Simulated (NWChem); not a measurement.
The numbers come from NWChem runs, not from measurements. System: HAl, charge 0, spin multiplicity 1, displaced from the optimised geometry. The structure started from a generated list of species.

Job file:

```
start mol
memory heap 200 mb stack 900 mb global 1100 mb
geometry units angstroms nocenter noautoz noautosym
  Al     0.000000     0.000000     0.120297
  H      0.000000     0.000000    -4.090091
end
basis spherical
  * library cc-pvdz
end
dft
  xc xpbe96 cpbe96
  semidirect memsize 60000000 filesize 0
  iterations 100
end
task dft energy
```

The output up to the point where the run's verdict is printed (cleaned and shortened):

```
             Northwest Computational Chemistry Package (NWChem) 7.3.0
             --------------------------------------------------------

                                NWChem Input Module
                                -------------------

 Scaling coordinates for geometry "geometry" by  1.889725989
 (inverse scale =  0.529177249)

                             Geometry "geometry" -> ""
                             -------------------------

 Output coordinates in angstroms (scale by  1.889725989 to convert to a.u.)

  No.       Tag          Charge          X              Y              Z
 ---- ---------------- ---------- -------------- -------------- --------------
    1 Al                  13.0000     0.00000000     0.00000000     0.12029700
    2 H                    1.0000     0.00000000     0.00000000    -4.09009100

 Effective nuclear repulsion energy (a.u.)       1.6338884295

            Nuclear Dipole moment (a.u.)
            ----------------------------
        X                 Y               Z
 ---------------- ---------------- ----------------
     0.0000000000     0.0000000000    -4.7738824841


 Summary of "ao basis" -> "" (spherical)
 ------------------------------------------------------------------------------
       Tag                 Description            Shells   Functions and Types
 ---------------- ------------------------------  ------  ---------------------
 *                          cc-pvdz                   on all atoms

  pbe96 is a nonlocal functional; adding pw91lda local functional.

                                 NWChem DFT Module
                                 -----------------

 Summary of "ao basis" -> "ao basis" (spherical)
 ------------------------------------------------------------------------------
       Tag                 Description            Shells   Functions and Types
 ---------------- ------------------------------  ------  ---------------------
 Al                         cc-pvdz                  8       18   4s3p1d
 H                          cc-pvdz                  3        5   2s1p

 Summary of "ao basis" -> "ao basis" (spherical)
[...]
 d= 0,ls=0.5,diis    52   -242.7008237870 -7.92D-04  9.81D-04  1.26D-02     1.8
 d= 0,ls=0.5,diis    53   -242.7022248293 -1.40D-03  9.05D-04  1.02D-02     1.9
 d= 0,ls=0.5,diis    54   -242.7033679082 -1.14D-03  8.60D-04  8.30D-03     1.9
 d= 0,ls=0.5,diis    55   -242.7043483949 -9.80D-04  7.46D-04  6.66D-03     1.9
 d= 0,ls=0.5,diis    56   -242.7050075968 -6.59D-04  7.13D-04  5.67D-03     2.0
 d= 0,ls=0.5,diis    57   -242.7056092831 -6.02D-04  6.90D-04  4.72D-03     2.0
 d= 0,ls=0.5,diis    58   -242.7061524342 -5.43D-04  6.82D-04  3.86D-03     2.0
 d= 0,ls=0.5,diis    59   -242.7066670150 -5.15D-04  6.66D-04  3.01D-03     2.1
 d= 0,ls=0.5,diis    60   -242.7071225587 -4.56D-04  6.28D-04  2.27D-03     2.1
 d= 0,ls=0.5,diis    61   -242.7074954193 -3.73D-04  5.84D-04  1.69D-03     2.1
 d= 0,ls=0.5,diis    62   -242.7077866412 -2.91D-04  5.48D-04  1.26D-03     2.2
 d= 0,ls=0.5,diis    63   -242.7080194612 -2.33D-04  5.00D-04  9.48D-04     2.2
 d= 0,ls=0.5,diis    64   -242.7081882685 -1.69D-04  4.91D-04  7.62D-04     2.2
 d= 0,ls=0.5,diis    65   -242.7083514709 -1.63D-04  4.68D-04  5.69D-04     2.2
 d= 0,ls=0.5,diis    66   -242.7084866049 -1.35D-04  4.39D-04  4.25D-04     2.3
 d= 0,ls=0.5,diis    67   -242.7085893984 -1.03D-04  4.19D-04  3.47D-04     2.3
 d= 0,ls=0.5,diis    68   -242.7086854195 -9.60D-05  4.10D-04  2.69D-04     2.3
 d= 0,ls=0.5,diis    69   -242.7087744956 -8.91D-05  3.96D-04  1.98D-04     2.4
 d= 0,ls=0.5,diis    70   -242.7088523315 -7.78D-05  3.81D-04  1.46D-04     2.4
 d= 0,ls=0.5,diis    71   -242.7089199529 -6.76D-05  3.69D-04  1.11D-04     2.4
 d= 0,ls=0.5,diis    72   -242.7089804016 -6.04D-05  3.58D-04  8.60D-05     2.5
 d= 0,ls=0.5,diis    73   -242.7090349081 -5.45D-05  3.48D-04  6.87D-05     2.5
 d= 0,ls=0.5,diis    74   -242.7090848468 -4.99D-05  3.35D-04  5.67D-05     2.5
 d= 0,ls=0.5,diis    75   -242.7091300015 -4.52D-05  3.25D-04  5.06D-05     2.6
 d= 0,ls=0.5,diis    76   -242.7091721279 -4.21D-05  3.17D-04  4.75D-05     2.6
 d= 0,ls=0.5,diis    77   -242.7092123696 -4.02D-05  3.11D-04  4.47D-05     2.6
 d= 0,ls=0.5,diis    78   -242.7092502803 -3.79D-05  3.02D-04  4.29D-05     2.6
 d= 0,ls=0.5,diis    79   -242.7092826212 -3.23D-05  2.89D-04  4.76D-05     2.7
 d= 0,ls=0.5,diis    80   -242.7093134151 -3.08D-05  2.81D-04  5.13D-05     2.7
 d= 0,ls=0.5,diis    81   -242.7093425469 -2.91D-05  2.73D-04  5.54D-05     2.7
 d= 0,ls=0.5,diis    82   -242.7093699288 -2.74D-05  2.68D-04  6.06D-05     2.8
 d= 0,ls=0.5,diis    83   -242.7093978399 -2.79D-05  2.67D-04  6.21D-05     2.8
 d= 0,ls=0.5,diis    84   -242.7094254195 -2.76D-05  3.05D-04  6.29D-05     2.8
 d= 0,ls=0.5,diis    85   -242.7094634621 -3.80D-05  2.70D-04  4.26D-05     2.9
 d= 0,ls=0.5,diis    86   -242.7094942703 -3.08D-05  2.55D-04  3.48D-05     2.9
 d= 0,ls=0.5,diis    87   -242.7095162906 -2.20D-05  2.41D-04  4.09D-05     2.9
 d= 0,ls=0.5,diis    88   -242.7095365816 -2.03D-05  2.32D-04  4.69D-05     2.9
 d= 0,ls=0.5,diis    89   -242.7095586389 -2.21D-05  2.26D-04  4.68D-05     3.0
 d= 0,ls=0.5,diis    90   -242.7095801045 -2.15D-05  2.21D-04  4.63D-05     3.0
 d= 0,ls=0.5,diis    91   -242.7096005519 -2.04D-05  2.16D-04  4.64D-05     3.0
 d= 0,ls=0.5,diis    92   -242.7096207928 -2.02D-05  2.12D-04  4.51D-05     3.1
 d= 0,ls=0.5,diis    93   -242.7096403371 -1.95D-05  2.10D-04  4.37D-05     3.1
 d= 0,ls=0.5,diis    94   -242.7096596480 -1.93D-05  2.03D-04  4.13D-05     3.1
 d= 0,ls=0.5,diis    95   -242.7096766914 -1.70D-05  1.98D-04  4.23D-05     3.2
 d= 0,ls=0.5,diis    96   -242.7096930641 -1.64D-05  1.95D-04  4.30D-05     3.2
 d= 0,ls=0.5,diis    97   -242.7097098003 -1.67D-05  1.91D-04  4.16D-05     3.2
 d= 0,ls=0.5,diis    98   -242.7097250638 -1.53D-05  1.88D-04  4.22D-05     3.3
 d= 0,ls=0.5,diis    99   -242.7097409938 -1.59D-05  1.84D-04  3.99D-05     3.3
 d= 0,ls=0.5,diis   100   -242.7097562692 -1.53D-05  1.80D-04  3.80D-05     3.3
```

The run did not converge; its last values are not results. The next line reads: Calculation failed to converge. NWChem stopped with the message: dft energy failed.
